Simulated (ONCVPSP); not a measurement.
## What one change does to a pseudopotential (Si (Z = 14), ONCV)

* Element: silicon (Si)
* Generator: ONCVPSP 4.0.1
* Type: optimised norm-conserving Vanderbilt (ONCV)
* Functional: PBE
* Relativity: non-relativistic
* Frozen core: [Ne]
* Valence charge: 4
* Reference configuration: 3s2 3p2
* Partial waves: 3s: rc 1.90 bohr, ncon 4, nbas 8, qcut 4.4 1/bohr, 2 projectors, debl 2.2 Ha; 3p: rc 2.10 bohr, ncon 4, nbas 9, qcut 4.8 1/bohr, 2 projectors, debl 2.6 Ha
* Local potential: polynomial inside 1.25 bohr (lpopt 5, dvloc0 0 Ha)
* Core correction: none

All-electron outer shells of the reference configuration (PBE, non-relativistic, ld1.x):

```tsv
shell	level (eV)	outermost node (bohr)	outermost maximum (bohr)
2s	-138.84	0.15	0.45
2p	-95.59	–	0.39
3s	-10.77	0.72	1.80
3p	-4.09	0.72	2.17
```

Change: p: qcut 6.8.

Cutoffs: the cutoffs (Ha) at which the residual kinetic energy of the hardest occupied pseudo-wave falls to 1 and 0.1 mHa per electron; they do not see the model core or the augmentation charge, which bear on the density cutoff. Errors are all-electron minus pseudo energies relative to the spin-unpolarised reference configuration.

Q: Predict the effect on cutoff, ghosts and configuration errors.

A: The potential gets neither clearly harder nor softer (7.5 Ha and 9.8 Ha → 7.5 Ha and 10 Ha); the s channel sets the loose cutoff, while the largest relative change is in p, which becomes harder; of the 4 tests that both files solve, the error grows in 0 and shrinks in 2 by more than 15 % and 0.3 meV (median size 3.2 → 2.1 meV); neither file shows a bound ghost.

```csv
quantity,base,changed
"cutoff, loose",7.5 Ha,7.5 Ha
"cutoff, tight",9.8 Ha,10 Ha
loose cutoff by channel,"s 7.5 Ha, p 3.2 Ha","s 7.5 Ha, p 4.0 Ha"
bound ghosts,none,none
GHOST(+) flags under 300 eV,s at 101.2 eV,s at 101.2 eV
"error for 3s2 3p1, meV [ΔE 7.75 eV]",-1.3,-1.1
"error for 3s2 3p0, meV [ΔE 23.76 eV]",-4.7,-2.9
"error for 3s1 3p0, meV [ΔE 57.66 eV]",+65,+70
"error for 3s1 3p3, meV [ΔE 6.76 eV]",+1.7,+1.3
s: phases at 1.93 bohr within 0.05 rad from the reference energy up to (Ha; the scan ends near 5),3.1,3.1
p: phases at 2.13 bohr within 0.05 rad from the reference energy up to (Ha; the scan ends near 5),to the end of the scan,to the end of the scan
```
